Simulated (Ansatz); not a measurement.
BH3O2Si, SMILES `O[SiH]1BO1`, relaxed with RKS PBE0-D4/def2-TZVP in Ansatz from a PBE-D4/def2-SVP geometry. The force threshold is 0.005 eV/Å; the program also tests the step.

Total charge 0; spin multiplicity 1.

Start:

```xyz
7

O     0.452    1.576    0.666
Si    0.525    0.009    0.087
B    -0.738   -0.666   -1.181
O    -1.082   -0.849    0.108
H     0.686    1.680    1.607
H     1.460   -0.809    0.931
H    -1.302   -0.941   -2.218
```

| step | energy (eV) | largest force (eV/Å) | largest move (Å) |
| --- | --- | --- | --- |
| 1 | -12692.0060 | 1.037 | 0.000 |
| 2 | -12692.0563 | 0.702 | 0.021 |
| 3 | -12692.0875 | 0.247 | 0.035 |
| 4 | -12692.0896 | 0.249 | 0.034 |
| 5 | -12692.0940 | 0.065 | 0.024 |
| 6 | -12692.0944 | 0.035 | 0.020 |
| 7 | -12692.0945 | 0.019 | 0.004 |
| 8 | -12692.0945 | 0.005 | 0.002 |

End:

```xyz
7

O     0.429    1.530    0.679
Si    0.473   -0.004    0.118
B    -0.713   -0.653   -1.195
O    -1.056   -0.824    0.100
H     0.712    1.689    1.582
H     1.446   -0.794    0.908
H    -1.291   -0.944   -2.193
```

Hardware: 2 threads of an Arm Neoverse V1 on a shared host. Wall time 21 s, peak host memory 0.27 GiB.
